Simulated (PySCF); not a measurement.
A structure optimised at PBE-D3(BJ)/def2-SVP, used in a PySCF frequency run:

```xyz
4

Sb     0.0000     0.0000    -0.7403
I      2.1899     1.2644     0.2375
I     -2.1899     1.2644     0.2375
I      0.0000    -2.5287     0.2375
```
Charge +1, spin multiplicity 2.

Write its SMILES, formula and point group.

[I][Sb+]([I])[I], I3Sb, C3v

What are its rotational constants (standard atomic weights)?

0.38714, 0.38714, 0.20760 GHz
